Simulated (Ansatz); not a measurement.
**ScS: state-averaged CASSCF**

Computed with Ansatz's Gaussian-basis code (development build). State-averaged CASSCF with equal weights; occupations are averaged over the states; levels count from the state that is lowest in CASSCF. Small basis; these aren't basis-limit values. No symmetry is imposed, so a solution can break that of the shape. No proof that the lowest CASSCF solution was found. The average may hold one member of a degenerate pair alone.

Geometry: bond length 2.1350 Å.

Basis def2-SVP, nonrelativistic, 14 orbitals frozen in the corrections; active space CAS(7,9). Averaged: 2 doublets.

CASSCF levels: doublet 0.00, doublet 1.21 eV.

(1) How does SC-NEVPT2 move them?

Results:

(1) doublet 0.00, doublet 1.22 eV, in the same order of listing. The lowest state stays.
